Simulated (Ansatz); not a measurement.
Basis-set extrapolation for C2H6SSi2 (`C#C[SiH2]S[SiH3]`) (PBE0-D4/def2-TZVP geometry, frozen core, Ansatz 0.2.0). Multiplicity 1, RHF reference.

```
                       def2-TZVPP    def2-QZVPP
                 HF  -1054.688336  -1054.720658
    MP2 correlation     -0.723910     -0.778038
CCSD(T) correlation     -0.817641       not run
```

Energies in hartree. Use E(X) = E(∞) + A·exp(−7.88·√X) for Hartree–Fock and E(X) = E(∞) + B·X^(−2.97) for correlation, with X = 3 and 4, and add CCSD(T) minus MP2 of the smaller set to the MP2 limit.

What is the CCSD(T) energy at the basis-set limit?

HF limit: -1054.720658 + (-0.032322) × 0.13774 = -1054.72511. MP2 limit: -0.778038 + (-0.054128) × 0.74074 = -0.81813. Higher-order term: -0.817641 − (-0.723910) = -0.09373. Total: -1055.63697 hartree, 82.2 kcal/mol below CCSD(T)/def2-TZVPP.
